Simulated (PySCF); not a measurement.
One of the candidates below gave these computed data.

All candidates are C6H9ClO.

- Rotational structure: rotational constants A, B, C: 2.516, 1.026, 0.759 GHz [GFN2-xTB]
- UV, strongest line: among the 8 lowest singlet transitions: S2 at 5.51 eV (225 nm, f = 0.340) [TDDFT CAM-B3LYP/def2-SVPD]
- Triplet: lowest triplet excitation (Tamm–Dancoff): 3.44 eV [TDA CAM-B3LYP/def2-SVPD]
- UV, first state: lowest singlet excitation: 4.64 eV (267 nm, f = 0.000) [TDDFT CAM-B3LYP/def2-SVPD]
- Dipole: 4.35 D [CAM-B3LYP/def2-SVPD]
- 1H NMR: chemical shifts (computed TMS as zero) by class: 7.74 (1 H), 2.40 (2 H), 2.00 (3 H), 1.19 (3 H) ppm [GIAO PBE0/pcSseg-1]
- NMR, other nuclei: isotropic shieldings of nuclei other than C and H, by class: -235 (1 O), 570 (1 Cl) ppm [GIAO PBE0/pcSseg-1]
- 13C NMR: chemical shifts (computed TMS as zero) by class: 176.4 (1 C), 168.3 (1 C), 135.6 (1 C), 28.8 (1 C), 14.9 (1 C), 13.7 (1 C) ppm [GIAO PBE0/pcSseg-1]
- Polarisability: 92.1 au [CAM-B3LYP/def2-SVPD]

Gas-phase values; electronic properties from PySCF, density fitting. Levels stand in brackets. The structure is a single GFN2-xTB conformer in the gas phase; no vibrational or solvent corrections. Each NMR value is the plain mean over a class of atoms that symmetry, rotation or inversion makes alike.

Question: Which candidate is it?
A. `Cl[C@@H]1CC[C@@H]2O[C@@H]2C1`
B. `ClC[C@@H]1C=COCC1`
C. `C=CC[C@@H](C)C(=O)Cl`
D. `CC/C=C(\C)C(=O)Cl`

Answer: D. It is `CC/C=C(\C)C(=O)Cl`. Numbering: `[CH3:1][CH2:2]/[CH:3]=[C:4](\[CH3:5])[C:6](=[O:7])[Cl:8]`. Its formula, C6H9ClO, gives 2 degrees of unsaturation: 0 rings and 2 π bonds in the structure found. 6 carbons fall into 6 classes; from least to most shielded: acyl halide carbon [C6] (176.4 ppm), alkene CH carbon [C3] (168.3 ppm), fully substituted alkene carbon [C4] (135.6 ppm), allylic carbon [C2] (28.8 ppm), methyl carbon [C1] (14.9 ppm), allylic carbon [C5] (13.7 ppm). Hydrogen classes from least to most shielded: 1 H on an alkene CH carbon, C3 (7.74 ppm), 2 H on an allylic carbon, C2 (2.40 ppm), 3 H on an allylic carbon, C5 (2.00 ppm, a mean of values up to 1.2 ppm apart in this geometry), 3 H on a methyl carbon, C1 (1.19 ppm). The other shieldings belong to: -235 ppm, carbonyl oxygen [O7]; 570 ppm, chlorine bonded to C [Cl8]. S1 is mainly HOMO−1→LUMO (weight 0.90); the largest Löwdin shares of the orbital it empties are 0.49 on the carbonyl oxygen, 0.33 on the chlorine bonded to C and 0.06 on the acyl halide carbon, of the orbital it fills 0.23 on the alkene CH carbon, 0.23 on the acyl halide carbon, 0.21 on the carbonyl oxygen and 0.14 on the fully substituted alkene carbon. The optimised geometry has point group C1 and is an asymmetric top.

The others, at the same levels:
- `C=CC[C@@H](C)C(=O)Cl` fails: its computed 13C shifts are 189.6 (1 C), 145.4 (1 C), 124.8 (1 C), 55.2 (1 C), 47.3 (1 C), 19.8 (1 C) ppm, 1H shifts are 6.22 (1 H), 5.47 (1 H), 5.47 (1 H), 2.78 (1 H), 2.51 (1 H), 2.08 (1 H), 1.24 (3 H) ppm and lowest singlet excitation is 5.13 eV (242 nm, f = 0.001) (against 4.64 eV).
- `Cl[C@@H]1CC[C@@H]2O[C@@H]2C1` fails: its computed 13C shifts are 61.1 (1 C), 49.3 (1 C), 49.0 (1 C), 40.4 (1 C), 32.9 (1 C), 30.1 (1 C) ppm, 1H shifts are 3.48 (1 H), 2.76 (1 H), 2.74 (1 H), 2.31 (1 H), 2.23 (1 H), 2.06 (1 H), 1.80 (1 H), 1.64 (1 H), 1.62 (1 H) ppm and rotational constant A is 3.757 GHz (against 2.516 GHz).
- `ClC[C@@H]1C=COCC1` fails: its computed 13C shifts are 153.4 (1 C), 104.4 (1 C), 68.2 (1 C), 56.1 (1 C), 38.3 (1 C), 31.9 (1 C) ppm, 1H shifts are 6.57 (1 H), 4.40 (1 H), 4.38 (1 H), 4.00 (1 H), 3.63 (1 H), 3.09 (1 H), 2.45 (1 H), 2.26 (1 H), 1.26 (1 H) ppm and rotational constant A is 4.377 GHz (against 2.516 GHz).

Each candidate is one conformer, not necessarily the lowest. The conformers computed, where there is a choice (atom-mapped SMILES and torsion angles):
- `[CH3:1][CH2:2]/[CH:3]=[C:4](\[CH3:5])[C:6](=[O:7])[Cl:8]`: C1–C2–C3–C4 -131°, C3–C4–C6–O7 180°
- `[CH2:1]=[CH:2][CH2:3][C@@H:4]([CH3:5])[C:6](=[O:7])[Cl:8]`: C1–C2–C3–C4 121°, C2–C3–C4–C5 174°, C3–C4–C6–O7 -87°

The conformers of `Cl[C@@H]1CC[C@@H]2O[C@@H]2C1` and `ClC[C@@H]1C=COCC1` aren't listed.
